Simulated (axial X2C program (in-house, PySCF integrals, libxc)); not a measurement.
Results of a calculation; reference values are marked as such.
# TcP: input and output

Program: an in-house all-electron X2C program for linear molecules (integrals from PySCF).

The run was started with this input:
```json
{"zs": [43, 15], "q": 0, "bas": ["dyall-cv3z", "dyall-v3z"], "levels": ["PBE0", "HF", "B97-3", "BLYP", "TPSS"], "cc": true, "r0": 2.22, "thr": -2.0, "nmax": 140}
```
```bash
python so2c.py task.json out
```

Keys: zs atomic numbers; q charge; bas basis sets; levels methods; cc coupled cluster on or off; r0 starting distance in Å; thr threshold in hartree for freezing inner shells (an s shell follows its p shell); nmax most natural virtual spinors. HF also brings MP2.

Output of the HF step, scalar-relativistic, at R = 2.107 Å for the state M_S = 2, Λ = 1. It starts from PBE0 orbitals of this distance.

```
spin-free X2C-1e  HF
basis functions 196  fitting functions 963  grid points 5081
iter        total energy     max residual
   1      -4624.567264458     3.06e-01
   2      -4624.601456980     2.06e-02
   3      -4624.609557684     1.70e-02
   4      -4624.614950528     1.24e-02
   5      -4624.621843607     7.10e-03
   6      -4624.627030288     3.14e-03
   7      -4624.628342541     2.41e-03
   8      -4624.629140876     1.88e-03
   9      -4624.629861430     8.46e-04
  10      -4624.629948366     4.51e-04
  11      -4624.629974123     2.58e-04
  12      -4624.629983454     1.79e-04
  13      -4624.629989907     9.50e-05
  14      -4624.629992133     4.38e-05
  15      -4624.629992455     1.77e-05
  16      -4624.629992502     4.15e-06
  17      -4624.629992503     1.84e-06
converged
one-electron -6701.96442834  Coulomb 2065.63457807  exact exchange -150.29316599  xc functional 0.00000000  nuclear repulsion 161.99302375
correlated 12  virtual 252  natural virtual 140  E(MP2) -0.282642362  MP2 remainder -0.003156153
iter   CCSD correlation   residual
   1     -0.284455957   1.77e-01
   2     -0.296220174   1.05e-01
   3     -0.306790526   7.14e-02
   4     -0.312645713   4.33e-02
   5     -0.315982795   2.29e-02
   6     -0.316558601   1.07e-02
   7     -0.316947827   5.90e-03
   8     -0.316966552   3.05e-03
   9     -0.316979686   1.44e-03
  10     -0.317014584   5.60e-04
  11     -0.317006874   2.72e-04
  12     -0.317013742   1.51e-04
  13     -0.317009471   8.90e-05
  14     -0.317007212   4.63e-05
  15     -0.317006164   2.23e-05
  16     -0.317005869   1.06e-05
  17     -0.317005875   5.63e-06
(T) -0.023100460  T1 0.1241  D1 0.2130  max T2 0.071
```
Energies are in hartree; totals compare only within one Hamiltonian and basis. T1 is large, a sign of multireference character or of a spin-contaminated reference. T1 in the output is the amplitude norm over the root of the electron number; divide by √2 for the Lee–Taylor value. The determinant is spin-polarised beyond a pure state at some levels (its spin-free form has ⟨S²⟩ too high), which makes Re and μ there less reliable.
